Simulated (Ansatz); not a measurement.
Harmonic frequencies (cm⁻¹) at PBE0-D4/def2-TZVP from Ansatz: 224, 307, 391, 459, 493, 605, 639, 840, 988, 1009, 1299, 1445, 2722, 3876, 3927.

Each molecule was computed in one conformer, which needn't be the lowest.

(1) Which molecule is it?
A. `OB(O)S`
B. `[SiH3]BCl`
C. `Cl[B](Cl)[GeH3]`
D. `FB(Cl)O[SiH3]`

Results:

(1) A.
